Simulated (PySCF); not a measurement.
Re(O)3(OH) anion (HO4Re), SMILES [O]=[Re](=[O])(=[O])[OH] (connectivity only; charge and spin as stated), charge -1, multiplicity 2. Atoms are numbered in the order given.

```xyz
6

Re     0.0559     0.0034     0.0000
O      0.0182    -0.8713    -1.5301
O      0.0182    -0.8713     1.5301
O      1.5390     0.9484     0.0000
O     -1.8589     0.5702     0.0000
H     -1.9216     1.5388     0.0000
```
Charge -1, spin multiplicity 2.

Coordinates come from a PBE-D3(BJ)/def2-SVPD optimisation. A frequency run showed that this geometry is not a minimum. The spin state was assumed, not searched. The isomer is the one that the SMILES or the coordinates give; other isomers of the formula were not compared. The def2 effective core potentials stand for the cores of Re; spin–orbit coupling is left out. Other conformers were not sampled.

Computed with PBE/def2-SVPD (PySCF).

Mulliken values depend strongly on the basis, most of all with diffuse functions as here. ESP charges are fitted to the potential on shells at 1.4 to 2.0 van der Waals radii. Atomic charges (e):

```tsv
atom	Mulliken	ESP fit	Mulliken spin
Re1	1.64	…	0.88
O2	-0.75	…	0.07
O3	-0.75	…	0.07
O4	-0.74	…	0.03
O5	-0.57	…	-0.03
H6	0.15	…	-0.01
```

### Question
Fill in the missing entries. (An estimate is asked for; the answer gives what the named calculation found.)

### Answer

- Re1, ESP fit: 0.99
- O2, ESP fit: -0.53
- O3, ESP fit: -0.53
- O4, ESP fit: -0.58
- O5, ESP fit: -0.63
- H6, ESP fit: 0.28
